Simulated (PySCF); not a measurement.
Dipole moment and polarisability of `CO[C@H]1C=CC1=O`

Compound: C5H6O2.
Geometry (GFN2-xTB, Å), atoms numbered from 1 in this order:
```xyz
13
C5H6O2 angstrom
C      2.064    0.315   -0.009
O      1.026   -0.596    0.280
C     -0.166   -0.307   -0.395
C     -1.342   -1.170    0.012
C     -2.110   -0.154    0.431
C     -1.055    0.846    0.178
O     -0.881    2.008    0.397
H      2.306    0.306   -1.079
H      1.796    1.332    0.290
H      2.927   -0.020    0.563
H      0.002   -0.238   -1.481
H     -1.460   -2.237   -0.016
H     -3.112   -0.084    0.812
```

Level: wB97X-D/def2-SVPD (PySCF), static field, nuclei fixed, core orbitals frozen in the response. The polarisability tensor in these axes (au):

```
x   71.24  1.83 -4.72
y    1.83 69.26  3.46
z   -4.72  3.46 49.63
```

Question: Diagonalise the tensor; give its mean and Δα, where Δα² is half the sum of the squared differences of the eigenvalues.

Answer: Principal values 47.98, 69.51 and 72.64 au; mean 63.38 au = 9.39 Å³ = 10.45 × 10⁻⁴⁰ C²·m²/J; Δα = 23.26 au (37 % of the mean).

Question: What is the dipole moment, and where does it point?

Answer: (-0.52, -2.41, -1.22) D, 2.75 D in size, pointing from the negative to the positive side. Measured along this direction, the outermost atoms are O7 at the negative end and H12 at the positive end.

Question: What depolarisation ratio follows for Rayleigh scattering of linearly polarised light, taking the static tensor?

Answer: ρ = 3Δα²/(45ᾱ² + 4Δα²) = 1622.8/(180747 + 2163.8) = 0.00887.

Question: Estimate the molar refractivity from the static electronic polarisability.

Answer: Lorentz–Lorenz: R = (4π/3)N_A α = 2.5225 cm³/(mol·Å³) × 9.39 Å³ = 23.7 cm³/mol, in the limit of long wavelengths.

Question: Directions of the eigenvectors, and the extent of the frame along each?

Answer: Largest value along (0.92, 0.36, -0.13), where the nuclei span 5.63 Å; middle along (-0.32, 0.92, 0.24), 3.80 Å; least along (0.21, -0.17, 0.96), 2.54 Å. The response follows the extents in order.

Question: What are the principal values of the traceless quadrupole moment, Θ = ½Σq(3rr − r²1), about the centre of nuclear charge?

Answer: -10.68, -0.65, 11.32 D·Å. The values depend on the origin, since the dipole doesn't vanish. The electronic extent ⟨r²⟩ about the same centre is 709 bohr², a root-mean-square distance of 1.95 Å for the 52 electrons.

Question: What would n − 1 = 2πNα be for an ideal gas of these molecules at 350 K and 1 atm, electronic part alone?

Answer: N = p/kT = 2.0968 × 10¹⁹ cm⁻³, so n − 1 = 2π × N × 9.39 × 10⁻²⁴ cm³ = 1237 × 10⁻⁶ at long wavelengths, for an ideal gas.

Geometry: GFN2-xTB, one conformer, isolated molecule.
